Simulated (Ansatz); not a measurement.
Start from `N[SiH]1[O][GeH2]1` and change one atom or group to get `F[SiH]1[O][GeH2]1`.

Ansatz, PBE0-D4/def2-TZVP geometries, multiplicity 1. Each molecule was computed in one conformer, which needn't be the lowest.

Scalar relativity is left out up to krypton.

| property | `N[SiH]1[O][GeH2]1` |
| --- | --- |
| HOMO energy (ωB97M-V/def2-TZVPP) / eV | -8.54 |
| ideal-gas entropy at 298 K and 1 bar (rigid rotor, harmonic PBE0-D4/def2-TZVP) / J/(mol·K) | 331 |
| size of the dipole moment (B3LYP/def2-TZVPP) / D | 2.90 |
| zero-point energy (PBE0-D4/def2-TZVP) / kJ/mol | 143.5 |
| size of the dipole moment (ωB97M-V/def2-TZVPP) / D | 2.90 |
| LUMO energy (PBE/def2-TZVPP) / eV | -1.51 |

Question: Give the same properties after the change, and the shifts. (Estimate.)

Answer: Computed: 
```tsv
property	`F[SiH]1[O][GeH2]1`	shift
HOMO energy (ωB97M-V/def2-TZVPP) / eV	-9.31	-0.77
ideal-gas entropy at 298 K and 1 bar (rigid rotor, harmonic PBE0-D4/def2-TZVP) / J/(mol·K)	317	-14
size of the dipole moment (B3LYP/def2-TZVPP) / D	2.09	-0.81
zero-point energy (PBE0-D4/def2-TZVP) / kJ/mol	82.6	-60.9
size of the dipole moment (ωB97M-V/def2-TZVPP) / D	2.12	-0.78
LUMO energy (PBE/def2-TZVPP) / eV	-2.02	-0.51
```

With PBE0 the HOMO falls by 0.78 eV and the LUMO falls by 0.50 eV, so the gap widens by about 0.28 eV. PBE moves the HOMO by -0.74 eV and ωB97M-V by -0.77 eV. The zero-point energy changes by -60.9 kJ/mol with -6 modes. Dipoles are sizes alone; their direction can turn.

Positive LUMOs are unbound, so they and the gaps depend on the basis.

B3LYP here is the variant with VWN-RPA as its local correlation; programs differ in this.
